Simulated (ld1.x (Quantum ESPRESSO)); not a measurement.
Ag, TM semilocal: configuration errors across variants

- Element: Ag (Z = 47)
- Generator: ld1.x (Quantum ESPRESSO) 7.5
- Type: norm-conserving Troullier–Martins (semilocal form)
- Functional: PBE
- Relativity: scalar-relativistic
- Frozen core: [Kr]
- Valence charge: 11
- Reference configuration: 4d10 5s1 5p0
- Partial waves: 5s (bound): rc 1.75 bohr; 5p (bound, empty): rc 2.65 bohr; 4d (bound): rc 1.30 bohr
- Local potential: the d channel
- Core correction: none

All-electron excitation energies from the reference (eV): (1) 4d10 5s0 5p0 7.757; (2) 4d9 5s0 5p0 29.871; (3) 4d8 5s0 5p0 66.064; (4) 4d9 5s2 5p0 4.077; (5) 4d10 5s0.5 5p0 3.017; (6) 4d9 5s1 5p1 8.572; (7) 4d9 5s1 5p0 13.152.

A semilocal file is local in each channel, so a ghost entry of none says nothing of the separable form that plane-wave codes build from it.

3 further variants failed, have other tests or another functional or relativity, and are left out.

Errors AE − PS in meV (a dash: test not solved or not reliable):

```tsv
change	(1)	(2)	(3)	(4)	(5)	(6)	(7)	bound ghosts
base	+11	+27	-67	-14	+1.6	-30	+4.8	none
wave 5s (bound): rc 1.75 bohr becomes 5s (bound): rc 2.46 bohr	+4.4	+36	-33	-56	+0.3	-49	-24	none
core correction a·sin(br)/r model core inside 1.08 bohr	-6.9	-49	-301	-30	-1.6	-47	-12	none
wave 4d (bound): rc 1.30 bohr becomes 4d (bound): rc 1.64 bohr	+11	+23	-82	-15	+1.6	-32	+2.6	none
```

**Question.** Give the same row for: wave 5p (bound): rc 2.65 bohr becomes 5p (bound): rc 1.62 bohr.

**Answer.** +11, +27, -67, -14, +1.6, –, +4.8; bound ghosts: none. Not counted: 4d9 5s1 5p1 (solver errors, printed error -2.5 eV).
